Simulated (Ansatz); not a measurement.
Al6N6, 12 atoms. Hardware: 4 threads of Arm Neoverse V2 on a shared host.

**Question.** How many basis functions does each of these Ansatz runs have, and roughly what does it cost? PBE-D4/def2-SVP, charge 0 singlet, relaxation, 6 steps; HF/6-31G, charge 0 singlet, energy; HF/def2-TZVP, charge 0 singlet, energy, from earlier orbitals; PBE0-D4/def2-TZVP, charge 1 doublet at the geometry of the charge 0 singlet, energy; r2SCAN-D4/def2-TZVP, charge 0 singlet, energy and forces, from earlier orbitals; PBE0-D4/def2-TZVP, charge 0 triplet at the geometry of the charge 0 singlet, energy; PBE-D4/def2-TZVP, charge 0 triplet at the geometry of the charge 0 singlet, energy, from earlier orbitals; B97M-V/def2-TZVP, charge 1 doublet at the geometry of the charge 0 singlet, energy, from earlier orbitals; PBE0-D4/def2-SVP, charge 0 singlet, energy, from earlier orbitals; B3LYP-D4/6-31G, charge 0 singlet, energy; r2SCAN-D4/def2-TZVP, charge 0 triplet at the geometry of the charge 0 singlet, energy, from earlier orbitals; PBE0-D4/def2-TZVP, charge 0 singlet, energy, from earlier orbitals.

**Answer.** Other jobs shared the machine, so times can vary by a factor of up to 3. A dash marks memory too small to be measured apart from the calling script's.

```csv
run,functions,fitting or Cholesky vectors,wall time,peak host memory (GiB)
"HF/6-31G, charge 0 singlet, energy",132,1620,2.1 s,–
"B3LYP-D4/6-31G, charge 0 singlet, energy",132,1620,4.7 s,–
"PBE0-D4/def2-SVP, charge 0 singlet, energy, from earlier orbitals",192,1791,6.5 s,–
"PBE-D4/def2-SVP, charge 0 singlet, relaxation, 6 steps",192,2190,20 s,–
"HF/def2-TZVP, charge 0 singlet, energy, from earlier orbitals",408,2994,21 s,2.5
"PBE-D4/def2-TZVP, charge 0 triplet at the geometry of the charge 0 singlet, energy, from earlier orbitals",408,2484,28 s,1.4
"PBE0-D4/def2-TZVP, charge 0 singlet, energy, from earlier orbitals",408,2604,31 s,2.4
"r2SCAN-D4/def2-TZVP, charge 0 singlet, energy and forces, from earlier orbitals",408,2484,31 s,1.3
"PBE0-D4/def2-TZVP, charge 1 doublet at the geometry of the charge 0 singlet, energy",408,2511,56 s,3
"PBE0-D4/def2-TZVP, charge 0 triplet at the geometry of the charge 0 singlet, energy",408,2511,63 s,3
"r2SCAN-D4/def2-TZVP, charge 0 triplet at the geometry of the charge 0 singlet, energy, from earlier orbitals",408,2484,69 s,1.6
"B97M-V/def2-TZVP, charge 1 doublet at the geometry of the charge 0 singlet, energy, from earlier orbitals",408,2484,91 s,1.8
```
